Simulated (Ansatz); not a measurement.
One geometry of Hf₂Si₂, several levels of theory.

```yaml
crystal:
  periodic: [false, false, false]
  atoms:
    - {symbol: Hf, position_ang: [-1.589971, 0.137282, -0.231622]}
    - {symbol: Hf, position_ang: [0.631353, 0.082694, 1.481567]}
    - {symbol: Si, position_ang: [0.343239, -1.459913, -0.491649]}
    - {symbol: Si, position_ang: [0.615380, 1.239927, -0.758296]}
basis:
  gaussian: {orbitals: def2-SVP, initial_orbitals: start.molden}
hamiltonian: {xc: pbe0, dispersion: d4}
scf: {omitted_lower_state_checks: [starts]}
output: {orbitals: {seedname: orbitals}}
```

The file start.molden holds the orbitals of an earlier run on this structure, at another level or in another basis.

```sh
$ ansatz run in.yaml --threads 4 --pin off --events-out ev --progress --plain --max-ram 3916MiB
```

Shortened log:

```
Functional definition: PBE0
1086 factors; their error is unknown
mean field evaluation 1: about -18350.9854 eV, gradient 4.9e1 eV
mean field evaluation 2: about -18351.1645 eV, gradient 7.6e-1 eV
mean field evaluation 4: about -18351.4411 eV, gradient 2.2e-1 eV
mean field evaluation 8: about -18351.4412 eV, gradient 2.0e-5 eV
mean field -18351.44123032 eV, -674.4030261605 hartree, gradient 2.0e-5 eV, S^2 0.000000; 0 other end points of the search recorded, 0 dependent functions left out
reference -18351.44125791 eV, -674.4030271744 hartree; 26, 26 occupied and 74, 74 virtual orbitals, 1086 factors
Total energy: -18351.60552526 eV, -674.4090638883 hartree
Checks for a lower state left out: starts
```

Hardware: 4 threads of Arm Neoverse V2 on a shared host. Wall time 1.4 s.

The first input with `gaussian: {orbitals: def2-TZVP, initial_orbitals: start.molden}`, `hamiltonian: {xc: pbe}`, `correlation: {method: rpa}` and without the key `output` (abridged; 3.7 s):

```
Functional definition: PBE
mean field -18358.66819346 eV, -674.6686121574 hartree, gradient 2.2e-6 eV, S^2 0.000000
10 core orbitals not correlated: weight in the atoms' cores, before any rotation towards them, 1.000 or more for the frozen orbitals, at most 0.000 for the correlated occupied ones
Total energy: -18334.40800851 eV, -673.7770668048 hartree
Checks for a lower state left out: starts
```

Geometry: PBE-D4/def2-SVP.

In the def2 sets Hf takes a core potential; there is no spin–orbit coupling. Correlated methods freeze 10 core orbitals; core or outer-core shells of Hf are correlated, in sets that lack core-valence functions. The structure comes from a short search, and lower isomers may exist.
